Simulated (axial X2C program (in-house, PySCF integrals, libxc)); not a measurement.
# Worked dissociation energy of In₂: MP2, spin-free

Calculated with an in-house all-electron X2C program for linear molecules (integrals from PySCF). Spin-free means the one-electron spin-free X2C Hamiltonian. Basis: In dyall-cv3z [11s12p9d4f1g] (cores contracted in-house); Gaussian nuclei, density fitting, unrestricted open shells. Masses: In 114.904 u.

Molecular state: M_S = 1, Λ = 1 (beyond evenly filled blocks: σα, π+α).

Correlated methods: 6 electrons correlated (number of frozen shells: In 4 s, 3 p, 2 d), 322 virtual spin orbitals or spinors in MP2.

| Quantity | Value |
| --- | --- |
| E(In) (2M_S = 1, M_L = 0) | -5878.352076 hartree |
| E(In₂) at Re | -11756.742483 hartree |
| ωe | 118.9 cm⁻¹ |
| ωexe | 0.262 cm⁻¹ |

(1) Work out De and D0.

One determinant describes the state; a PBE0 search over occupations chose it and may have missed a lower one. Dissociation energies refer to the lowest single-determinant-based atoms at the same level and basis. PBE0 can misorder states that lie within some tenths of an eV, so this need not be the ground state of the molecule. The nearest other spin-free determinant of the search, M_S = 0, Λ = 1, lies 0.17 eV up at the distance of the search. With the outer-core shells frozen, correlated bond lengths of heavy atoms tend to come out a few hundredths of an ångström too long. Spin-free De lacks the spin–orbit lowering of the heavy p-block atom, a tenth of an eV or more for 4p and 5p, up to an eV for 6p and one to two eV for 7p atoms, less what an open-shell molecule gains itself. With spin–orbit coupling the lowest determinant has another configuration, so this spin-free state is a model.

Each atomic determinant is the lowest at this level and need not be a pure term. Totals compare only within one Hamiltonian and basis.

## Answers

(1) De = -5878.352076 + (-5878.352076) − (-11756.742483) = 0.03833 hartree = 1.043 eV. The zero-point energy is ωe/2 − ωexe/4 = 59 cm⁻¹ = 0.007 eV, so D0 = 1.036 eV.
